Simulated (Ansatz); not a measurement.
Basis-set extrapolation for H5NOSSi2 (PBE0-D4/def2-TZVP geometry, frozen core, Ansatz). Multiplicity 1, RHF reference.

```json
{"": "HF", "def2-TZVPP": "-1107.886698", "def2-QZVPP": "-1107.923431"}
{"": "MP2 correlation", "def2-TZVPP": "-0.850384", "def2-QZVPP": "-0.919312"}
{"": "CCSD(T) correlation", "def2-TZVPP": "-0.930910", "def2-QZVPP": "not run"}
```

Energies in hartree. Use E(X) = E(∞) + A·exp(−7.88·√X) for Hartree–Fock and E(X) = E(∞) + B·X^(−2.97) for correlation, with X = 3 and 4, and add CCSD(T) minus MP2 of the smaller set to the MP2 limit.

Question: What is the CCSD(T) energy at the basis-set limit?

Answer: HF limit: -1107.923431 + (-0.036733) × 0.13774 = -1107.92849. MP2 limit: -0.919312 + (-0.068928) × 0.74074 = -0.97037. Higher-order term: -0.930910 − (-0.850384) = -0.08053. Total: -1108.97939 hartree, 101.5 kcal/mol below CCSD(T)/def2-TZVPP.
